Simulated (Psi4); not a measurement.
F$_{2}$In (SMILES [F][In+][F]), charge +1, singlet, geometry from GFN2-xTB (such geometries of metal compounds can be far from the true shape) (core potentials on In); R2SCAN/def2-SVP in Psi4 1.11.

The Psi4 input:
```
memory 2 GB

molecule mol {
1 1
  In    0.000000    0.000000    0.000000
  F     0.000000    0.000000    2.027818
  F    -0.000000   -0.000000   -2.027818
}

set basis def2-svp
set reference rks

energy('r2scan')
print_variables()
```

It wrote (shortened):

```
   => Loading Basis Set <=

    Name: DEF2-SVP
    Role: ORBITAL
    Keyword: BASIS

    !!!  WARNING: ECP capability is in beta. Please check occupations closely.  !!!

         ---------------------------------------------------------
                                   SCF
               by Justin Turney, Rob Parrish, Andy Simmonett
                          and Daniel G. A. Smith
                              RKS Reference
         ---------------------------------------------------------

  ==> Geometry <==

    Molecular point group: d2h
    Full point group: D_inf_h

    Geometry (in Angstrom), charge = 1, multiplicity = 1:

       Center              X                  Y                   Z               Mass
    ------------   -----------------  -----------------  -----------------  -----------------
         IN           0.000000000000     0.000000000000     0.000000000000   114.903878776000
         F            0.000000000000     0.000000000000     2.027818000000    18.998403162730
         F            0.000000000000     0.000000000000    -2.027818000000    18.998403162730

  Running in d2h symmetry.

  Rotational constants: A = ************  B =      0.10789  C =      0.10789 [cm^-1]
  Rotational constants: A = ************  B =   3234.53725  C =   3234.53725 [MHz]
  Nuclear repulsion =  109.211311205145137

  Charge       = 1
  Multiplicity = 1
  Electrons    = 38
  Nalpha       = 19
  Nbeta        = 19

  ==> Algorithm <==

  SCF Algorithm Type is DF.
  DIIS enabled.
  MOM disabled.
  Fractional occupation disabled.
  Guess Type is SAD.
  Energy threshold   = 1.00e-06
  Density threshold  = 1.00e-06
  Integral threshold = 1.00e-12

  ==> Primary Basis <==

  Basis Set: DEF2-SVP
    Blend: DEF2-SVP
    Number of shells: 22
    Number of basis functions: 54
    Number of Cartesian functions: 58
    Spherical Harmonics?: true
    Max angular momentum: 2

  Core potential: DEF2-SVP
    Number of shells: 4
    Number of ECP primitives: 18
    Number of ECP core electrons: 28
    Max angular momentum: 3

  ==> DFT Potential <==

   => LibXC <=

    Version 7.1.2
    S. Lehtola, C. Steigemann, M. J. T. Oliveira, and M. A. L. Marques,  SoftwareX 7, 1–5 (2018) (10.1016/j.softx.2017.11.002)

   => Composite Functional: R2SCAN <=

    r2SCAN Meta-GGA XC Functional  (0.1021/acs.jpclett.0c02405)
    J. W. Furness, A. D. Kaplan, J. Ning, J. P. Perdew, J. Sun  J. Phys. Chem. Lett.  11, 8208–8215, 2020

    Deriv               =              1
    GGA                 =           TRUE
    Meta                =           TRUE

    Exchange Hybrid     =          FALSE
    MP2 Hybrid          =          FALSE

   => Exchange Functionals <=

    1.0000   XC_MGGA_X_R2SCAN

   => Correlation Functionals <=

    1.0000   XC_MGGA_C_R2SCAN

   => LibXC Density Thresholds  <==

    XC_MGGA_C_R2SCAN:  1.00E-15
    XC_MGGA_X_R2SCAN:  1.00E-11

   => Molecular Quadrature <=

    Radial Scheme          =       TREUTLER
    Pruning Scheme         =           NONE
    Nuclear Scheme         =       TREUTLER

    Blocking Scheme        =         OCTREE
    BS radius alpha        =              1
    Pruning alpha          =              1
    Radial Points          =             75
    Spherical Points       =            302
    Total Points           =          65168
    Total Blocks           =            564
    Max Points             =            255
    Max Functions          =             53
    Weights Tolerance      =       1.00E-15

   => Loading Basis Set <=

    Name: (DEF2-SVP AUX)
    Role: JKFIT
    Keyword: DF_BASIS_SCF

  ==> Integral Setup <==

  SCF_SUBTYPE=INCORE selected. In-core MEM_DF algorithm will be used.
  Using in-core AOs.

  ==> MemDFJK: Density-Fitted J/K Matrices <==

    J tasked:                   Yes
    K tasked:                    No
    wK tasked:                   No
    Algorithm:                 Core
    Schwarz Cutoff:           1E-12
    Mask sparsity (%):       7.1331
    Fitting Condition:        1E-10

   => Auxiliary Basis Set <=

  Basis Set: (DEF2-SVP AUX)
    Blend: DEF2-UNIVERSAL-JKFIT
    Number of shells: 96
    Number of basis functions: 372
    Number of Cartesian functions: 495
    Spherical Harmonics?: true
    Max angular momentum: 5

  Minimum eigenvalue in the overlap matrix is 3.6164212848E-02.
  Reciprocal condition number of the overlap matrix is 1.1721081568E-02.
    Using symmetric orthogonalization.

  ==> Pre-Iterations <==

  SCF Guess: Superposition of Atomic Densities via on-the-fly atomic UHF (no occupation information).

   -------------------------
    Irrep   Nso     Nmo
   -------------------------
     Ag        15      15
     B1g        3       3
     B2g        5       5
     B3g        5       5
     Au         1       1
     B1u       11      11
     B2u        7       7
     B3u        7       7
   -------------------------
    Total      54      54
   -------------------------

  ==> Iterations <==

                           Total Energy        Delta E     RMS |[F,P]|

   @DF-RKS iter SAD:  -388.29510331884353   -3.88295e+02   0.00000e+00
   @DF-RKS iter   1:  -389.17103509650894   -8.75932e-01   2.65153e-02 ADIIS/DIIS
   @DF-RKS iter   2:  -387.30468346722938    1.86635e+00   9.67040e-02 ADIIS/DIIS
   @DF-RKS iter   3:  -389.12932710500945   -1.82464e+00   3.10332e-02 ADIIS/DIIS
   @DF-RKS iter   4:  -389.31775611544492   -1.88429e-01   2.55704e-03 ADIIS/DIIS
   @DF-RKS iter   5:  -389.31897915349248   -1.22304e-03   4.63087e-04 ADIIS/DIIS
   @DF-RKS iter   6:  -389.31902457192189   -4.54184e-05   1.23219e-04 ADIIS/DIIS
   @DF-RKS iter   7:  -389.31902827857471   -3.70665e-06   4.11366e-06 DIIS
   @DF-RKS iter   8:  -389.31902828211480   -3.54009e-09   3.99442e-07 DIIS
  Energy and wave function converged.

  ==> Post-Iterations <==

   Electrons on quadrature grid:
      Ntotal   =   37.9999777133 ; deviation = -2.229e-05

    Orbital Energies [Eh]
    ---------------------

    Doubly Occupied:

       1Ag   -24.732821     1B1u  -24.732722     2Ag    -4.974328
       1B2u   -3.380388     1B3u   -3.380388     2B1u   -3.369643
       3Ag    -1.319183     3B1u   -1.307897     4Ag    -1.071378
       1B1g   -1.071378     1B2g   -1.063139     1B3g   -1.063139
       5Ag    -1.053147     6Ag    -0.674518     4B1u   -0.635298
       2B2u   -0.590999     2B3u   -0.590999     2B3g   -0.583121
       2B2g   -0.583121

    Virtual:

       7Ag    -0.461463     3B2u   -0.314635     3B3u   -0.314635
       5B1u   -0.161686     8Ag    -0.058087     4B3u   -0.020660
       4B2u   -0.020660     6B1u    0.041667     9Ag     0.060938
       2B1g    0.060941     3B2g    0.111710     3B3g    0.111710
      10Ag     0.316010     5B3u    0.954213     5B2u    0.954213
      11Ag     0.987133     7B1u    1.049495     4B2g    1.057140
       4B3g    1.057140     8B1u    1.307914    12Ag     1.563259
       6B2u    2.828352     6B3u    2.828352     1Au     2.847263
       9B1u    2.847572     3B1g    2.851448    13Ag     2.851758
      10B1u    2.875488     5B3g    2.878894     5B2g    2.878894
      14Ag     2.930160     7B3u   15.513662     7B2u   15.513662
      11B1u   16.133060    15Ag    60.819084

    Final Occupation by Irrep:
             Ag   B1g   B2g   B3g    Au   B1u   B2u   B3u
    DOCC [     6,    1,    2,    2,    0,    4,    2,    2 ]
    NA   [     6,    1,    2,    2,    0,    4,    2,    2 ]
    NB   [     6,    1,    2,    2,    0,    4,    2,    2 ]

  @DF-RKS Final Energy:  -389.31902828211480

   => Energetics <=

    Nuclear Repulsion Energy =            109.2113112051451367
    One-Electron Energy =                -820.9213986501264344
    Two-Electron Energy =                 359.7137408817401365
    DFT Exchange-Correlation Energy =     -37.3226817188735680
    Empirical Dispersion Energy =           0.0000000000000000
    VV10 Nonlocal Energy =                  0.0000000000000000
    Total Energy =                       -389.3190282821148003

Computation Completed

Properties will be evaluated at   0.000000,   0.000000,   0.000000 [a0]

Properties computed using the SCF density matrix

 Multipole Moments:

 ------------------------------------------------------------------------------------
     Multipole            Electronic (a.u.)      Nuclear  (a.u.)        Total (a.u.)
 ------------------------------------------------------------------------------------

 L = 1.  Multiply by 2.5417464519 to convert [e a0] to [Debye]
 Dipole X            :          0.0000000            0.0000000            0.0000000
 Dipole Y            :          0.0000000            0.0000000            0.0000000
 Dipole Z            :          0.0000000            0.0000000            0.0000000
 Magnitude           :                                                    0.0000000

 ------------------------------------------------------------------------------------

  Variable Map:
  ----------------------------------------------------------------------------
  "CURRENT ENERGY"              =>    -389.319028282115
  "CURRENT REFERENCE ENERGY"    =>    -389.319028282115
  "DD SOLVATION ENERGY"         =>       0.000000000000
  "DFT FUNCTIONAL TOTAL ENERGY" =>    -389.319028282115
  "DFT TOTAL ENERGY"            =>    -389.319028282115
  "DFT VV10 ENERGY"             =>       0.000000000000
  "DFT XC ENERGY"               =>     -37.322681718874
  "GRID ELECTRONS ALPHA"        =>      18.999988856630
  "GRID ELECTRONS BETA"         =>      18.999988856630
  "GRID ELECTRONS TOTAL"        =>      37.999977713259
  "NUCLEAR REPULSION ENERGY"    =>     109.211311205145
  "ONE-ELECTRON ENERGY"         =>    -820.921398650126
  "PCM POLARIZATION ENERGY"     =>       0.000000000000
  "PE ENERGY"                   =>       0.000000000000
  "SCF ITERATION ENERGY"        =>    -389.319028282115
  "SCF ITERATIONS"              =>       8.000000000000
  "SCF TOTAL ENERGY"            =>    -389.319028282115
  "TWO-ELECTRON ENERGY"         =>     359.713740881740
  "XC GRID RADIAL POINTS"       =>      75.000000000000
  "XC GRID SPHERICAL POINTS"    =>     302.000000000000
  "XC GRID TOTAL POINTS"        =>   65168.000000000000

  Array Variable Map:
  ----------------------------------------------------------------------------
  "CURRENT DIPOLE"              =>       0.000000000000 ... 0.000000000000 1 by 3
  "SCF DIPOLE"                  =>       0.000000000000 ... 0.000000000000 1 by 3
  "SCF TOTAL ENERGIES"          =>    -388.295103318844 ... -389.319028282115 1 by 9
```
